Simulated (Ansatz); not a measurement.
Program: Ansatz. Geometries: PBE0-D4/def2-TZVP. ΔE: electronic, gas phase. CCSD(T)/CBS is the MP2 limit (def2-TZVPP, def2-QZVPP) plus CCSD(T) − MP2 in def2-TZVPP, frozen cores. Functionals use def2-TZVPP. One conformer a species, not always the lowest.

`[SiH3]CC(Cl)Cl` → `CC[SiH](Cl)Cl`  (isomerisation)

CCSD(T)/CBS gives -3.41 eV.

Another level gave -3.40 eV. Which?
A. PBE-D4/def2-TZVPP
B. PBE0/def2-TZVPP
C. HF/def2-TZVPP
D. MP2/def2-TZVPP

B. PBE0 -3.40, PBE-D4 -3.27, MP2/def2-TZVPP -3.46, HF/def2-TZVPP -3.59 eV.

Largest T1 diagnostic among the species: 0.010.

From PBE to PBE0 (25 % exact exchange), in def2-TZVPP and without D4, ΔE moves by −0.12 eV. In def2-TZVPP, CCSD(T) changes the Hartree–Fock value by +0.22 eV (the triples alone add +0.05 eV) and MP2 by +0.13 eV.
